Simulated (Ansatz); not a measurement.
```xyz
8

O    -0.0339   -2.7445   -1.6629
C     0.0987   -1.8159   -0.9739
N     0.2798   -0.8687   -0.2692
Si   -0.0404    0.4904    0.7199
O    -0.4919    1.7878   -0.1657
H    -1.1802    0.1873    1.6068
H     1.2088    0.7504    1.4701
H     0.1591    2.2133   -0.7252
```

Charge 0, multiplicity 1.

Task: List the PBE/def2-TZVPP orbital energies in eV (Ansatz 0.2.0). (Best estimate.)

Result: Ansatz gave: Occupied: -1780.82, -511.52, -510.74, -381.01, -272.39, -138.42, -95.20, -95.15, -95.11, -27.84, -25.53, -23.42, -15.62, -13.52, -12.28, -11.54, -11.52, -10.64, -9.68, -8.84, -8.07, -7.50, -7.30. Lowest empty: -1.04, -0.20, -0.05, 0.45, 1.21, 1.52, 1.58, 2.37.
